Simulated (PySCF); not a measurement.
Working out the excitation energy of Ga

Ga [Ar] 3d10 4s2 4p1 (2P) → Ga [Ar] 3d10 4s1 4p1 5s1 (4P). Calculation: PySCF 2.14, in aug-cc-pVDZ-DK; scalar relativity by spin-free X2C-1e. Frozen: [Ar] 3d10. Energies in hartree (1 hartree = 27.21139 eV):

```json
{"part": "UHF", "Ga (lower)": "-1942.084707", "Ga (upper)": "-1941.813405"}
{"part": "CCSD correlation", "Ga (lower)": "-0.043501", "Ga (upper)": "-0.009299"}
{"part": "(T)", "Ga (lower)": "-0.000555", "Ga (upper)": "-0.000049"}
```

Problem. What does Hartree-Fock give?

Solution. (-1941.813405) − (-1942.084707) = 0.271302 hartree = 7.383 eV.

Problem. What do CCSD and CCSD(T) give?

Solution. The CCSD correlation energies differ by 0.034202 hartree = 0.931 eV and the triples by 0.000506 hartree = 0.014 eV, so CCSD gives 8.314 eV and CCSD(T) 8.328 eV.

The upper state lies above the first ionisation limit, but in LS coupling its spin forbids autoionisation to the ground ion. A Rydberg-like electron needs more diffuse functions than a valence basis has.

A double-zeta basis recovers only part of the correlation energy.
